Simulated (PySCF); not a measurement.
BH2, SMILES [BH2] (connectivity only; charge and spin as stated), charge +1, multiplicity 1.

Geometry: PBE0-D3(BJ)/def2-TZVPD. The multiplicity is an assumed one; other spin states were not compared. The isomer is the one that the SMILES or the coordinates give; other isomers of the formula were not compared.

Two levels are set side by side: TDA-PBE/def2-TZVPD (PySCF) and TDA-B3LYP/def2-TZVPD (PySCF). Vertical, same geometry. The lowest singlet is HOMO→LUMO 100 % with PBE and HOMO→LUMO+1 100 % with the other functional; states are paired by order. Differences are taken from unrounded values.

| quantity | TDA-PBE |
|---|---|
| lowest singlet excitation (eV) | 7.08 |
| lowest triplet excitation (TDA) (eV) | 6.01 |
| first bright state (f over 0.05) (eV) | 11.00 |
| its oscillator strength | 0.31 |

Q: These are the TDA-PBE values. What does TDA-B3LYP give? (An estimate is asked for; the answer gives what the named calculation found.)

A: 
```tsv
quantity	TDA-B3LYP	TDA-PBE minus TDA-B3LYP
lowest singlet excitation (eV)	7.27	-0.19
lowest triplet excitation (TDA) (eV)	6.26	-0.25
first bright state (f over 0.05) (eV)	11.45	-0.45
its oscillator strength	0.34	-0.03
```

Rough cost on one machine, each run with all the roots and properties that it gave: TDA-B3LYP against TDA-PBE within a factor of 2.
